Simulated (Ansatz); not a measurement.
Ideal-gas functions of `B[O][GeH2][F]` at 400 K and 1 bar, from an Ansatz frequency run at PBE0-D4/def2-TZVP.

Molar mass 122.45 g/mol, point group C1 (symmetry number 1), electronic degeneracy 1, moments of inertia 48.916, 150.312, 177.507 u Å². Harmonic wavenumbers (cm⁻¹, unscaled): 47, 210, 224, 330, 583, 631, 654, 714, 803, 850, 1023, 1056, 1212, 1378, 2196, 2224, 2525, 2630.

Use S(trans) = R[1.5 ln M + 2.5 ln T − 1.1517]; rotational temperatures θ = 24.2544 K / I; S(rot) = R[ln(√π/σ · √(T³/θAθBθC)) + 1.5]; for each mode x = 1.438777 ν̃/T, S = R[x/(eˣ − 1) − ln(1 − e⁻ˣ)] and H = RT x/(eˣ − 1); 1 cm⁻¹ = 0.0119627 kJ/mol; R = 8.31446 J/(mol·K).

Q: By hand: the entropy, in J/(mol·K).

A: Translation 174.9. Rotation: θ = 0.4958, 0.1614, 0.1366 K, giving 110.7. Vibration, mode by mode: 23.10, 10.84, 10.33, 7.36, 3.53, 3.08, 2.89, 2.44, 1.89, 1.65, 1.00, 0.91, 0.58, 0.35, 0.03, 0.03, 0.01, 0.01, in all 70.0. Electronic 0.0. Sum 355.6 J/(mol·K).

Q: By hand: H − E and G − E in kJ/mol, counted from the electronic energy.

A: Zero-point energy ½ × 19290 × 0.0119627 = 115.4; thermal vibration 14.6; translation, rotation and pV give 4 RT = 13.3. H − E = 143.3 kJ/mol, and G − E = 143.3 − 400 × 355.6/1000 = 1.1 kJ/mol.

Vibration gives 20 % of the entropy, 23.1 J/(mol·K) of it from the mode under 150 cm⁻¹: soft modes count most, and the harmonic formula is weakest for them. The sum counts one conformer and one mirror image; others add a mixing term.
